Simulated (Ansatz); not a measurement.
Relaxation of ClGaH₃ (5 atoms, charge 0, multiplicity 2), to a largest force component of 0.03 eV/Å in at most 50 steps.

The calculation used UHF/def2-SVP (Ansatz).

```xyz
5
Properties=species:S:1:pos:R:3
Ga 0.000 0.000 -0.125
Cl 0.000 0.000 2.093
H 1.415 0.000 -0.781
H -1.415 0.000 -0.781
H 0.000 0.000 4.673
```

**Question.** Where does it end, and by what steps?

**Answer.** It converged. The force dipped under the threshold on the way, but the program's further checks kept it going. After 9 steps the energy has fallen by 0.113 eV; H5 moved furthest, 1.11 Å.

```json
{"step": "0", "energy less start (eV)": "0.0000", "largest force component (eV/Å)": "0.930", "accepted": "yes"}
{"step": "1", "energy less start (eV)": "-0.0465", "largest force component (eV/Å)": "0.349", "accepted": "yes"}
{"step": "2", "energy less start (eV)": "-0.0857", "largest force component (eV/Å)": "0.102", "accepted": "yes"}
{"step": "3", "energy less start (eV)": "-0.1014", "largest force component (eV/Å)": "0.069", "accepted": "yes"}
{"step": "4", "energy less start (eV)": "-0.1074", "largest force component (eV/Å)": "0.247", "accepted": "yes"}
{"step": "5", "energy less start (eV)": "-0.1118", "largest force component (eV/Å)": "0.012", "accepted": "yes"}
{"step": "6", "energy less start (eV)": "-0.1127", "largest force component (eV/Å)": "0.031", "accepted": "yes"}
{"step": "7", "energy less start (eV)": "-0.1133", "largest force component (eV/Å)": "0.011", "accepted": "yes"}
{"step": "8", "energy less start (eV)": "-0.1134", "largest force component (eV/Å)": "0.011", "accepted": "yes"}
{"step": "9", "energy less start (eV)": "-0.1134", "largest force component (eV/Å)": "0.010", "accepted": "yes"}
```

```xyz
5
Properties=species:S:1:pos:R:3
Ga 0.000 0.000 -0.379
Cl 0.000 0.000 1.790
H 1.404 0.000 -1.059
H -1.404 0.000 -1.059
H 0.000 0.000 5.787
```

Time of the run: 12 s on 1 thread of Arm Neoverse V1, on a shared host, peak memory 0.14 GiB.
